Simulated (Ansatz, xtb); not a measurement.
## Two isomers of C5H13BO

We compare X, `COB(C)C(C)C`, a singlet, with Y, `CCOBC(C)C`, a singlet. Both are isolated molecules in the gas phase, relaxed with PBE-D3(BJ)/def2-SVP, each in the lowest conformer that the search found.

Quicker runs give these differences E(Y) − E(X): GFN2-xTB −0.228 eV; HF/STO-3G +0.248 eV (at GFN2-xTB geometries); r2SCAN-D4/def2-SVP +0.354 eV (at GFN2-xTB geometries).

Question: Estimate E(Y) − E(X) at the level CCSD(T)/def2-SVP + ΔMP2/def2-TZVPP.

Answer: Calculated at CCSD(T)/def2-SVP + ΔMP2/def2-TZVPP: E(Y) − E(X) = +0.314 eV, so structure X lies lower.

The same difference at several levels:

```
                             level             geometry  E(Y) − E(X) (eV)  departure from the last row (eV)  job, with rough time for the two
                          GFN2-xTB             GFN2-xTB              −0.228                            −0.542              optimisation, 0.45 s
                         HF/STO-3G             GFN2-xTB              +0.248                            −0.066              single point, 0.44 s
                r2SCAN-D4/def2-SVP             GFN2-xTB              +0.354                            +0.040               single point, 4.4 s
               PBE-D3(BJ)/def2-SVP  PBE-D3(BJ)/def2-SVP              +0.308                            −0.006                optimisation, 63 s
                       HF/def2-SVP  PBE-D3(BJ)/def2-SVP              +0.248                            −0.066           part of the CCSD(T) run
                      MP2/def2-SVP  PBE-D3(BJ)/def2-SVP              +0.286                            −0.028           part of the CCSD(T) run
                  CCSD(T)/def2-SVP  PBE-D3(BJ)/def2-SVP              +0.268                            −0.045                      single point
CCSD(T)/def2-SVP + ΔMP2/def2-TZVPP  PBE-D3(BJ)/def2-SVP              +0.314                                               single point, 2.4 min
```

As drawn, Y has 1 C–C, 1 B–H in place of 1 C–B, 1 C–H.

GFN2-xTB puts the two in the other order. The largest departure from CCSD(T)/def2-SVP + ΔMP2/def2-TZVPP is that of GFN2-xTB, 0.542 eV. The last row adds to CCSD(T) the change of the MP2 difference between the two basis sets, here +0.045 eV.

With thermal terms from frequencies at re-optimised GFN2-xTB minima (ideal gas, soft modes damped towards free rotors, one conformer each, 298.15 K, 1 atm): the zero-point term adds 0.000 eV; ΔH is +0.299 and ΔG +0.321 eV.

The correlated steps freeze 7 core orbitals. Run with Ansatz 0.2.0, xtb 6.7.1; the last row on 4 threads of Arm Neoverse V1 on a shared host.
